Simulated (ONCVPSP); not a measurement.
Configuration tests for Al (ONCV)

aluminium, optimised norm-conserving Vanderbilt (ONCV), made with ONCVPSP 4.0.1 (LDA (Perdew-Zunger), scalar-relativistic). Core [Ne], reference 3s2 3p1. Waves: 3s: rc 2.00 bohr, ncon 4, nbas 7, qcut 3.8 1/bohr, 2 projectors, debl 0.4 Ha; 3p: rc 2.22 bohr, ncon 3, nbas 8, qcut 2.7 1/bohr, 2 projectors, debl 3.7 Ha; d scattering state at 0.41 Ha: rc 2.15 bohr, ncon 4, nbas 8, qcut 4 1/bohr, 2 projectors, debl 1.6 Ha. Local part: polynomial inside 1.95 bohr (lpopt 5, dvloc0 4 Ha). Core correction: polynomial model core, fcfact 0.6.

Energies are relative to the spin-unpolarised reference configuration 3s2 3p1; without spin polarisation the order of configurations can differ from experiment.

```json
{"valence configuration": "3s2 3p0.5", "charge": "+0.5", "ΔE all-electron (eV)": "2.125", "error AE − PS (meV)": "+0.2"}
{"valence configuration": "3s1 3p2", "charge": "0", "ΔE all-electron (eV)": "5.155", "error AE − PS (meV)": "-0.9"}
```

(1) What are ΔE and the potential's error for 3s2 3p0?

(2) What are ΔE and the potential's error for 3s1 3p0?

## Answers

(1) ΔE = 5.847 eV all-electron; the error (AE − PS) is +0.8 meV.

(2) ΔE = 25.224 eV all-electron; the error (AE − PS) is +5.3 meV.
